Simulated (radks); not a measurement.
Initial-state core-level shifts of the thulium ion Tm2+ when its valence configuration changes from [Xe] 4f13. Method: Dirac Kohn-Sham, LDA (Slater exchange, Perdew-Wang correlation), spin-unpolarised, spherical densities, finite nucleus; open shells fill j = l - 1/2 first; Fermi nuclear charge, rms radius 5.2256 fm; computed with a radial shooting solver on a logarithmic mesh with Libxc functionals. Shifts are changes of the shell-averaged eigenvalues in eV (positive: less bound); the change of the density at the nucleus, which sets a Mossbauer isomer shift, is in e/bohr^3, on a base of 9.458e+05.

valence	1s	2s	3d	4s	density at nucleus
4f12 6s1	-9.201	-9.804	-10.457	-10.303	+108.79
4f11 6p2	-22.067	-23.436	-24.915	-24.369	+103.10
4f12 5d1	-6.541	-7.034	-7.744	-7.588	+36.97
4f12 6p1	-10.325	-10.925	-11.572	-11.424	+45.26
4f12.5 5d0.5	-3.143	-3.373	-3.705	-3.650	+17.46
4f10 6s1 6p2	-33.997	-36.287	-38.760	-37.513	+256.98
4f10 6s2 6p1	-32.979	-35.264	-37.736	-36.488	+339.23
4f12.5 6p0.5	-4.968	-5.246	-5.545	-5.498	+20.92
4f11 6s1 6p1	-21.011	-22.378	-23.859	-23.309	+176.84
